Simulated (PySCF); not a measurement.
C₃H₇BO₂S, SMILES CS/C=C\B(O)O, GFN2-xTB optimised geometry.

```
14

C     -2.79    -0.89     0.03
S     -1.37     0.24     0.00
C     -0.06    -0.93     0.00
C      1.25    -0.66     0.00
B      1.95     0.74     0.00
O      3.31     0.74     0.00
O      1.32     1.95     0.00
H     -2.77    -1.53    -0.85
H     -2.77    -1.48     0.94
H     -3.68    -0.27     0.02
H     -0.43    -1.95     0.01
H      1.91    -1.52     0.00
H      3.68     1.62     0.00
H      0.36     1.93     0.00
```

Density from B3LYP/def2-TZVP in PySCF at that geometry.

Minimum of the electron density along straight lines between bonded atoms, close to the bond critical point (lines longer than 1.1 times the sum of covalent radii, or with two minima, are not listed):

| bond | length / Å | ρ at the minimum / e bohr⁻³ | ∇²ρ there / e bohr⁻⁵ | position (fraction from the first atom) |
|---|---|---|---|---|
| C1–S2 | 1.819 | 0.180 | (withheld) | 0.47 |
| S2–C3 | 1.758 | 0.204 | (withheld) | 0.52 |
| C3–C4 | 1.333 | 0.351 | -1.08 | 0.53 |
| C4–B5 | 1.570 | 0.187 | (withheld) | 0.67 |
| B5–O6 | 1.354 | 0.215 | 0.95 | 0.33 |
| B5–O7 | 1.360 | 0.210 | 0.93 | 0.33 |
| C1–H8 | 1.086 | 0.284 | -0.99 | 0.65 |
| C1–H9 | 1.086 | 0.284 | -0.99 | 0.65 |
| C1–H10 | 1.085 | 0.284 | -1.00 | 0.65 |
| C3–H11 | 1.081 | 0.289 | -1.03 | 0.65 |
| C4–H12 | 1.083 | 0.283 | -0.99 | 0.64 |
| O6–H13 | 0.958 | 0.363 | -2.48 | 0.81 |
| O7–H14 | 0.956 | 0.364 | -2.51 | 0.81 |

Q: What belongs in the gaps?

A: 
- C1–S2, ∇²ρ there / e bohr⁻⁵: -0.30
- S2–C3, ∇²ρ there / e bohr⁻⁵: -0.40
- C4–B5, ∇²ρ there / e bohr⁻⁵: -0.28
